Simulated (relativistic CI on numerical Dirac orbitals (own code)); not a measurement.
Sensitivity of the levels of Gd⁴⁸⁺ to α and to the nuclear radius

Calculated at this level of theory: Dirac-Coulomb-Breit CI, KLI orbitals optimised for each configuration, derivatives by finite differences, unscaled Slater integrals, QED left out (own radial code, finite nucleus).

Configurations in the expansion (outside the closed core [Ne]): 3s²3p⁴, 3s3p⁵, 3s²3p³3d, 3p⁶, 3s3p⁴3d, 3p⁵3d, 3p⁴3d², 3p³3d³. Double excitations out of closed p, d and f shells are left out; levels of such configurations are missing from the list, as are those of other unlisted configurations, and high levels can miss mixing partners.

With x = (α/α₀)² − 1 an excitation energy changes as ω = ω₀ + qx; K = 2q/ω₀ is the relative enhancement. Terms are leading LS components, so labels can repeat. The field-shift factor is F = δν/δ⟨r²⟩ for the transition from the lowest level.

Lowest level 3s²3p⁴ ³P2.

```
        Level  ω₀ (cm⁻¹)   q (cm⁻¹)  F (GHz/fm²)
   3s²3p⁴ ¹S0     147030       9912        -1.46
   3s²3p⁴ ³P1    1388655  1.639e+06         -118
   3s²3p⁴ ¹D2    1458318  1.634e+06         -119
3s²3p³3d ³D°2    1576129      70840         9.43
3s²3p³3d ³D°1    1629433      94290        -16.6
3s²3p³3d ³F°3    1634175      80000         15.4
3s²3p³3d ³P°0    1635142      79510         14.5
3s²3p³3d ³F°4    1928995     398800         19.7
3s²3p³3d ³D°2    1960740     474200         -102
3s²3p³3d ³D°3    2111891     424300         16.4
3s²3p³3d ³D°1    2178117     446600        -11.4
   3s3p⁵ ³P°2    2618637   1.77e+06        -2190
   3s3p⁵ ¹P°1    2750288  1.782e+06        -1730
   3s²3p⁴ ³P0    2903687  3.274e+06         -260
3s²3p³3d ³F°2    2909238  1.689e+06        -93.1
3s²3p³3d ⁵D°0    2920074  1.698e+06         -114
3s²3p³3d ³D°1    2927540  1.707e+06         -321
3s²3p³3d ³F°3    2962770  1.695e+06        -92.3
3s²3p³3d ³G°4    3025395  1.682e+06        -92.3
3s²3p³3d ³F°2    3105478  1.705e+06         -128
3s²3p³3d ³D°3    3214760  1.844e+06        -89.2
3s²3p³3d ⁵D°4    3238001  2.011e+06        -87.6
3s²3p³3d ³D°3    3249957  1.858e+06        -89.1
```

At this charge energies of transitions that change n are usually good to better than 1 %, and those within a shell (Δn = 0) to a few per cent.

(1) Which transition from the lowest level has the largest |K|?

## Answers

(1) 3s²3p⁴ ³P1 at 1388655 cm⁻¹, K = 2.36.
